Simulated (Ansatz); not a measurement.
A structure relaxed at PBE0-D4/def2-TZVP, charge 0, multiplicity 1:

Cartesian coordinates in Å:
```
Cl 1.014 -1.271 -2.354
Si 0.642 -0.765 -0.393
C 0.724 1.065 0.037
B -0.535 0.658 0.878
C -1.162 -0.548 0.096
H 1.450 -1.680 0.443
H 0.437 1.526 -0.918
H 1.569 1.593 0.467
H -0.733 0.931 2.026
H -1.607 -0.223 -0.854
H -1.799 -1.287 0.572
```

Question: Give its formula and SMILES.

Answer: C2H6BClSi, `Cl[SiH]1CBC1`.

Question: Point group (tolerance 0.08 Å, 0.16 Å for H)?

Answer: Cs.

Question: Summarise the bond lengths by kind.

Answer: 1 × Cl–Si 2.059 Å; 2 × C–Si 1.882 Å; 1 × H–Si 1.480 Å; 2 × B–C 1.568 Å; 4 × C–H 1.086 to 1.099 Å; 1 × B–H 1.196 Å.

Computed with Ansatz.
